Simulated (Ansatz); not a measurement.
Consider the formal exchange of groups at the Si–C bond: `FC([SiH3])Cl` + `[F][SbH][F]` → `[F][SbH][SiH3]` + `FC(F)Cl`.

Calculated with Ansatz (gas phase, PBE0-D4/def2-TZVP geometries, no zero-point term in ΔE). CCSD(T)/CBS is the MP2 limit (def2-TZVPP, def2-QZVPP) plus CCSD(T) − MP2 in def2-TZVPP, frozen cores. Functionals use def2-TZVPP. def2 core potentials past Kr. For Sb outer-core shells are correlated without core-valence functions, which leaves a few kJ/mol of doubt a bond.

Task: Is it downhill or uphill in electronic energy at CCSD(T)/CBS, and by how much? (An estimate is asked.)

Result: Ansatz gave: Uphill: ΔE = +0.67 eV.

Task: What do these levels give: revPBE-D4, r2SCANh-D4, ωB97M-V, r2SCAN, CCSD(T)/def2-SVP, MP2/CBS(def2)? (Estimate.)

Result: Computed: revPBE-D4 0.54, r2SCANh-D4 0.51, ωB97M-V 0.61, r2SCAN 0.54, CCSD(T)/def2-SVP 0.25, MP2/CBS(def2) 0.73 eV.

Task: What do rigid-rotor, harmonic-oscillator terms from PBE0-D4/def2-TZVP frequencies (298.15 K, 1 bar) make of the CCSD(T)/CBS value? (Best estimate.)

Result: Ansatz gave: ΔZPE = +0.02 eV, ΔH = +0.68 eV, ΔS = 5 J/(mol·K), ΔG = +0.67 eV.

Largest T1 diagnostic among the species: 0.015.

From r2SCAN to r2SCAN0 (25 % exact exchange), in def2-TZVPP and without D4, ΔE moves by −0.07 eV. At CCSD(T), def2-SVP lies −0.42 eV from the extrapolated value and def2-TZVPP −0.12 eV.
